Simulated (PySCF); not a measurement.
F6P, SMILES F[P-](F)(F)(F)(F)F, charge -1. Atoms are numbered in the order given.

```xyz
7

F      0.0000    -1.6500     0.0000
P      0.0000     0.0000     0.0000
F      1.6500     0.0000     0.0000
F     -1.6500     0.0000     0.0000
F      0.0000     0.0000     1.6500
F      0.0000     1.6500     0.0000
F      0.0000     0.0000    -1.6500
```
Charge -1, spin multiplicity 1.

Coordinates come from a TPSSh-D3(BJ)/def2-SVPD optimisation.

The numbers are results of PBE/def2-SVPD in PySCF, not measurements.

### Question
Estimate the frontier levels, gap, dipole moment and polarisability. (The exact figures need the calculation; the answer reports its results.)

### Answer

| Quantity | Result |
|---|---|
| highest occupied level | -3.62 eV |
| lowest empty level | 3.96 eV |
| orbital gap | 7.58 eV |
| dipole moment about the centre of nuclear charge | 0.00 D |
| mean static polarisability | 37.6 bohr³ (5.57 Å³) |
| polarisability, principal values | 37.6, 37.6, 37.6 bohr³ |
